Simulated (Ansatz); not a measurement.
Ansatz (a program for electronic structure) input (PBE/6-31G* with LANL2DZ past Ar): The .json file joins the Basis Set Exchange's 6-31G* for atoms up to Ar and LANL2DZ past it.

Ansatz 0.2 input:
```yaml
crystal:
  periodic: [false, false, false]
  atoms:
    - {symbol: Sn, position_ang: [0.00824810, 0.00044421, -0.25871245]}
    - {symbol: F, position_ang: [0.75150045, 1.42315253, 0.74578065]}
    - {symbol: F, position_ang: [-0.79732324, -1.42562035, 0.69151074]}
basis:
  gaussian:
    orbitals: 6-31Gs+LANL2DZ.json
hamiltonian:
  xc: {name: PBE}
total_charge: 1
magnetization: {spin_polarized: true, initial_magnetization: 1}
relax: {f_tol: 0.003, max_steps: 120}
```

From the last part of the output:

```
WARN ansatz: RAYON_NUM_THREADS=1 ignored (pool sized by the plan → 1); use --threads N
Functional definition: PBE
integrals: 0.01 GiB planned
392 factors; their error is unknown
mean field: 0.09 GiB planned
mean field evaluation 1: about -5490.4524 eV, gradient 7.9e1 eV
mean field evaluation 2: about -5301.6120 eV, gradient 2.0e2 eV
mean field evaluation 4: about -5511.0571 eV, gradient 1.6e1 eV
mean field evaluation 8: about -5512.1760 eV, gradient 9.8e-2 eV
mean field evaluation 16: about -5512.1760 eV, gradient 3.1e-5 eV
mean field -5512.17604596 eV, -202.5687334017 hartree, gradient 3.1e-5 eV, S^2 0.752599; 0 other end points of the search recorded, 0 dependent functions left out
the calculation of the forces begins
reference -5512.17607939 eV, -202.5687346306 hartree; 11, 10 occupied and 27, 28 virtual orbitals, 392 factors
relax step   1: F+E_penalty+E_count = -5512.17604596 eV  Δ(F+E_penalty+E_count) = +0.000e0 eV  max|allowed force component| = 1.275e0 eV/Å  Δτ_max = 0.0000 Å  (27 SCF iters, accepted)
these checks for a lower state are left out or cut short: starts, cluster_reference, orbital_swaps, neighbouring_geometries, increment
integrals: 0.01 GiB planned
392 factors; their error is unknown
mean field: 0.09 GiB planned
mean field -5512.25928913 eV, -202.5717925320 hartree, gradient 2.4e-5 eV, S^2 0.752350; 0 other end points of the search recorded, 0 dependent functions left out
the calculation of the forces begins
reference -5512.25932257 eV, -202.5717937608 hartree; 11, 10 occupied and 27, 28 virtual orbitals, 392 factors
relax step   2: F+E_penalty+E_count = -5512.25928913 eV  Δ(F+E_penalty+E_count) = -8.324e-2 eV  max|allowed force component| = 5.512e-1 eV/Å  Δτ_max = 0.0491 Å  (28 SCF iters, accepted)
these checks for a lower state are left out or cut short: starts, cluster_reference, orbital_swaps, neighbouring_geometries, increment
integrals: 0.01 GiB planned
392 factors; their error is unknown
mean field: 0.09 GiB planned
mean field evaluation 32: about -5512.2741 eV, gradient 5.5e-6 eV
mean field -5512.27407456 eV, -202.5723358867 hartree, gradient 5.5e-6 eV, S^2 0.752208; 0 other end points of the search recorded, 0 dependent functions left out
the calculation of the forces begins
reference -5512.27410802 eV, -202.5723371160 hartree; 11, 10 occupied and 27, 28 virtual orbitals, 392 factors
relax step   3: F+E_penalty+E_count = -5512.27407456 eV  Δ(F+E_penalty+E_count) = -1.479e-2 eV  max|allowed force component| = 8.931e-2 eV/Å  Δτ_max = 0.0316 Å  (29 SCF iters, accepted)
these checks for a lower state are left out or cut short: starts, cluster_reference, orbital_swaps, neighbouring_geometries, increment
integrals: 0.01 GiB planned
392 factors; their error is unknown
mean field: 0.09 GiB planned
mean field -5512.27430386 eV, -202.5723443132 hartree, gradient 2.5e-6 eV, S^2 0.752217; 0 other end points of the search recorded, 0 dependent functions left out
the calculation of the forces begins
reference -5512.27433729 eV, -202.5723455416 hartree; 11, 10 occupied and 27, 28 virtual orbitals, 392 factors
relax step   4: F+E_penalty+E_count = -5512.27430386 eV  Δ(F+E_penalty+E_count) = -2.293e-4 eV  max|allowed force component| = 2.309e-2 eV/Å  Δτ_max = 0.0048 Å  (27 SCF iters, accepted)
these checks for a lower state are left out or cut short: starts, cluster_reference, orbital_swaps, neighbouring_geometries, increment
integrals: 0.01 GiB planned
392 factors; their error is unknown
mean field: 0.09 GiB planned
mean field -5512.27433282 eV, -202.5723453774 hartree, gradient 2.3e-5 eV, S^2 0.752219; 0 other end points of the search recorded, 0 dependent functions left out
the calculation of the forces begins
reference -5512.27436626 eV, -202.5723466062 hartree; 11, 10 occupied and 27, 28 virtual orbitals, 392 factors
relax step   5: F+E_penalty+E_count = -5512.27433282 eV  Δ(F+E_penalty+E_count) = -2.896e-5 eV  max|allowed force component| = 5.664e-4 eV/Å  Δτ_max = 0.0023 Å  (22 SCF iters, accepted)
integrals: 0.01 GiB planned
392 factors; their error is unknown
mean field: 0.09 GiB planned
mean field evaluation 64: about -5512.2743 eV, gradient 2.3e-5 eV
mean field -5512.27433282 eV, -202.5723453774 hartree, gradient 2.3e-5 eV, S^2 0.752219; 1 other end points of the search recorded, 0 dependent functions left out
the calculation of the forces begins
reference -5512.27436626 eV, -202.5723466062 hartree; 11, 10 occupied and 27, 28 virtual orbitals, 392 factors
Total energy: -5512.27436626 eV, -202.5723466062 hartree
Atom 0 at     0.008217     0.000443    -0.257727 Å, force     0.000018     0.000001    -0.000566 eV/Å
Atom 1 at     0.713729     1.353651     0.743964 Å, force     0.000090     0.000182     0.000287 eV/Å
Atom 2 at    -0.759520    -1.356117     0.692342 Å, force    -0.000108    -0.000183     0.000280 eV/Å
Dipole moment:     0.017529     0.000944    -0.549808 e Å
```

The dipole moment of an ion depends on the origin.
